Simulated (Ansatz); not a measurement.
Consider the redistribution: `OB1CC1` + `C[SiH2]B[SiH3]` → `[SiH3]BB1CC1` + `C[SiH2]O`.

Isolated molecules relaxed with PBE0-D4/def2-TZVP in Ansatz; ΔE leaves out vibrations. CCSD(T)/CBS adds triple-zeta CCSD(T) − MP2 to the extrapolated MP2 energy (def2 sets, frozen cores). This one scheme is used for every species. Functionals use def2-TZVPP. B3LYP here is the variant with VWN-RPA as its local correlation; programs differ in this. One conformer a species, not always the lowest.

`OB1CC1`:

Z-matrix (Å, degrees):
```
C
B 1 1.523
C 1 1.575 2 58.5
H 1 1.087 2 121.2 3 -103.7
H 1 1.087 2 121.2 3 103.7
O 2 1.341 1 150.4 3 180.0
H 3 1.086 1 116.3 2 112.0
H 3 1.086 1 116.3 2 -111.9
H 6 0.962 2 112.9 1 0.0
```

`C[SiH2]B[SiH3]`:

Z-matrix (Å, degrees):
```
C
Si 1 1.876
H 1 1.092 2 110.8
H 1 1.093 2 110.8 3 119.7
H 1 1.092 2 111.1 3 -120.3
B 2 2.005 1 115.3 3 -55.0
H 2 1.492 1 109.9 3 177.4
H 2 1.499 1 109.6 3 60.3
Si 6 2.005 2 123.1 1 17.1
H 6 1.198 2 118.2 1 -162.6
H 9 1.488 6 115.4 2 153.9
H 9 1.490 6 113.4 2 28.1
H 9 1.497 6 104.2 2 -88.0
```

`[SiH3]BB1CC1`:

Z-matrix (Å, degrees):
```
Si
B 1 2.018
H 1 1.491 2 109.8
H 1 1.490 2 113.8 3 120.7
H 1 1.491 2 109.7 3 -118.7
B 2 1.574 1 113.7 3 -120.8
H 2 1.195 1 117.4 3 59.1
C 6 1.562 2 151.0 1 -77.8
C 6 1.562 2 150.7 1 78.0
H 8 1.085 6 117.0 2 56.0
H 8 1.086 6 116.7 2 -83.9
H 9 1.086 6 116.6 2 83.7
H 9 1.085 6 117.0 2 -56.2
```

`C[SiH2]O`:

Z-matrix (Å, degrees):
```
C
Si 1 1.863
H 1 1.093 2 111.0
H 1 1.094 2 110.2 3 119.8
H 1 1.093 2 111.5 3 -120.7
O 2 1.652 1 112.6 3 57.7
H 2 1.492 1 108.9 3 -179.5
H 2 1.483 1 110.6 3 -59.4
H 6 0.957 2 117.7 1 68.6
```

```tsv
level	ΔE (kJ/mol)
PBE0-D4	-25.2
B3LYP-D4	-29.7
ωB97M-V	-25.7
B2PLYP	-30.9
HF/def2-TZVPP	-20.7
SCS-MP2/def2-TZVPP	-26.7
CCSD/def2-TZVPP	-21.6
HF/CBS(def2)	-22.5
```

Task: What does CCSD(T)/CBS give? (An estimate is asked.)

Result: Computed: -27.9 kJ/mol. The listed levels differ from it by 2.7, -1.8, 2.2, -3.0, 7.2, 1.2, 6.3, 5.4 kJ/mol.

Largest T1 diagnostic among the species: 0.016.

From PBE to PBE0 (25 % exact exchange), in def2-TZVPP and without D4, ΔE moves by +4.0 kJ/mol.
